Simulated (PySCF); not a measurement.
C₃H₇FMg, SMILES C[CH](C)[Mg][F]. Atoms are numbered in the order given.

```xyz
12

Mg    -1.0812     0.1049     0.0000
F     -2.8479    -0.1395     0.0000
C      1.0213     0.3987     0.0000
C      1.6767    -0.1648     1.2700
C      1.6767    -0.1648    -1.2700
H      1.1609     1.5048     0.0000
H      2.7784     0.0179     1.2766
H      1.5474    -1.2659     1.3575
H      1.2726     0.2861     2.2010
H      1.2726     0.2861    -2.2010
H      2.7784     0.0179    -1.2766
H      1.5474    -1.2659    -1.3575
```
Charge 0, spin multiplicity 1.

Geometry: PBE-D3(BJ)/def2-SVP. The structure was generated by enumeration; whether it is a known compound was not checked. Other conformers were not sampled.

Computed with TDDFT-ωB97X/def2-SVPD run with PySCF.

Vertical excitations. Isolated molecule, no solvent. State labels are in the subgroup Cs.

Computed UV-visible absorptions:
```
state  symmetry  energy (eV)  λ (nm)      f                                                             main pairs
-----  --------  -----------  ------  -----  ---------------------------------------------------------------------
S1           A'         5.00     248  0.181                                                         HOMO→LUMO 93 %
S2           A'         5.64     220  0.064                                     HOMO→LUMO+1 78 %, HOMO→LUMO+4 19 %
S3           A"         5.75     216  0.082                                     HOMO→LUMO+2 78 %, HOMO→LUMO+5 20 %
S4           A'         7.06     176  0.113                   HOMO→LUMO+3 63 %, HOMO→LUMO+6 14 %, HOMO→LUMO+9 12 %
S5           A'         7.63     163  0.039                                                       HOMO−3→LUMO 87 %
S6           A"         7.63     163  0.042                                                       HOMO−4→LUMO 91 %
S7           A'         7.80     159  0.011                                                       HOMO−1→LUMO 73 %
S8           A'         7.87     157  0.056  HOMO→LUMO+4 40 %, HOMO→LUMO+6 23 %, HOMO−1→LUMO 14 %, HOMO→LUMO+1 8 %
S9           A"         8.07     154  0.006  HOMO−2→LUMO 39 %, HOMO→LUMO+5 35 %, HOMO→LUMO+2 10 %, HOMO→LUMO+7 8 %
S10          A"         8.10     153  0.027                   HOMO−2→LUMO 48 %, HOMO→LUMO+5 28 %, HOMO→LUMO+7 10 %
T1           A'         4.30     288      0                                                         HOMO→LUMO 89 %
T2           A'         5.58     222      0                                     HOMO→LUMO+1 75 %, HOMO→LUMO+4 21 %
T3           A"         5.67     219      0                                     HOMO→LUMO+2 75 %, HOMO→LUMO+5 21 %
T4           A'         6.91     180      0                   HOMO→LUMO+3 57 %, HOMO→LUMO+9 14 %, HOMO→LUMO+6 13 %
```
Triplets are in the Tamm–Dancoff approximation, which puts them higher than full response would, so one can lie above its singlet here.
